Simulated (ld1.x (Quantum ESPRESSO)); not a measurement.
# PBEsol TM semilocal dataset for Fe, scalar-relativistic all-electron reference.

* Element: iron (Fe)
* Generator: ld1.x (Quantum ESPRESSO) 7.5
* Type: norm-conserving Troullier–Martins (semilocal form)
* Functional: PBEsol
* Relativity: scalar-relativistic
* Frozen core: [Ar]
* Valence charge: 8
* Reference configuration: 3d6 4s2 4p0
* Partial waves: 4p (bound, empty): rc 2.06 bohr; 3d (bound): rc 1.20 bohr; 4s (bound): rc 1.80 bohr
* Local potential: the s channel
* Core correction: none

All-electron outer shells of the reference configuration (PBEsol, scalar-relativistic, ld1.x):

```
shell  level (eV)  outermost node (bohr)  outermost maximum (bohr)
   3s      -93.77                   0.33                      0.70
   3p      -59.92                   0.30                      0.72
   3d       -7.53                      –                      0.71
   4s       -5.31                   1.00                      2.41
   4p       -1.30                   1.10                      3.29
```

(1) Estimate the cutoffs (Ry, on a coarse ladder) from which the occupation-weighted sum of valence levels, in a spherical-Bessel basis at the reference potential, stays within 10 and 1 mRy of its value at 400 Ry.

(2) Which valence shell sets the plane-wave cutoff?

(3) Tests: 3d6 4s1 4p0; 3d6 4s0 4p0; 3d5 4s0 4p0; 3d4 4s0 4p0; 3d5 4s2 4p0; 3d7 4s0 4p0; 3d5 4s2 4p1. Which has the largest error in its energy relative to the reference configuration, and how large is it?

## Answers

(1) 140 Ry and 200 Ry.

(2) 3d: its level needs 160 Ry to come within 1 mRy, against 35 Ry for 4s.

(3) 3d4 4s0 4p0, with -477 meV (all-electron minus pseudo) on +112.10 eV.
